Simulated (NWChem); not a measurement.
System: CrH$_{2}$SO$_{3}$; SMILES [SH][Cr](=[O])(=[O])[OH]

NWChem input:

```
start job
memory heap 200 mb stack 900 mb global 1100 mb
geometry units angstroms noautoz
  Cr     0.048185     0.364891     0.104002
  O      0.939552     0.668450     1.351710
  O      0.681134     0.875015    -1.230127
  O     -1.536213     1.061352     0.371106
  H     -2.013802     1.275931    -0.457608
  S     -0.081081    -1.829307    -0.171184
  H     -0.204490    -2.051325     1.171084
end
basis spherical
  Cr library 6-31g*
  O library 6-31g*
  H library 6-31g*
  S library 6-31g*
end
dft
  xc becke97-2
  iterations 150
  mulliken
end
task dft energy
```

Coordinates come from a PBE-D3(BJ)/def2-SVP optimisation.

Predict the main results of this run. (B97-2/6-31G* (spherical d).) Quantities: energy (Ha); highest occupied level (eV); orbital gap (eV); dipole (D).


```json
{
  "energy (Ha)": "-1669.58",
  "highest occupied level (eV)": "-7.91",
  "orbital gap (eV)": "3.79",
  "dipole (D)": "2.15"
}
```
